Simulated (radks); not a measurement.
Species: neutral copper. Configuration: [Ar] 3d10 4s1.

Calculated with a radial shooting solver on a logarithmic mesh with Libxc functionals: non-relativistic Kohn-Sham, TASK exchange with Perdew-Wang LDA correlation, spin-polarised, spherical densities, point nucleus; open shells are filled with parallel spins first; meta-GGA in the generalised Kohn-Sham scheme.

Energy parts (hartree):
total: -1639.90115
kinetic: 1638.10689
electron-nucleus: -3927.54404
Hartree: 716.17540
exchange-correlation: -66.63939

Orbitals (lengths in bohr, moments of r in powers of bohr; r(max) is where P^2 peaks; r(90%) holds 90 % of the orbital's charge):
orbital  occ.  eigenvalue (hartree)      <r>   r(max)  r(90%)
1s up       1             -322.4252  0.05299  0.03490  0.0944
1s down     1             -322.4236  0.05299  0.03490  0.0944
2s down     1             -38.62900   0.2389   0.1999   0.370
2s up       1             -38.62159   0.2389   0.1999   0.370
2p down     3             -33.83590   0.2080   0.1595   0.340
2p up       3             -33.83103   0.2080   0.1595   0.340
3s down     1              -4.23201   0.7261   0.6233    1.09
3s up       1              -4.22254   0.7265   0.6234    1.09
3p down     3              -2.71621   0.7571   0.6248    1.17
3p up       3              -2.70698   0.7587   0.6249    1.18
4s up       1              -0.20279    2.891    2.348    4.43
3d up       5              -0.17992    1.052   0.6067    1.92
3d down     5              -0.17495   0.9866   0.6042    1.75

The highest occupied level is 3d down at -4.761 eV. Spin moment in Bohr magnetons: 1. Virial ratio -V/T = 2.00110. The density falls to 0.001 e/bohr^3 at r = 4.07 bohr. The electron density at the nucleus is 1.661e+04 e/bohr^3.

Run on one thread of a shared host, so times are rough (Arm Neoverse N1): 0.24 s of CPU time, 0.24 s wall, 15 iterations on 2725 mesh points.

Empty levels of this run are not shown, since the potential may be unsettled where no density lies.
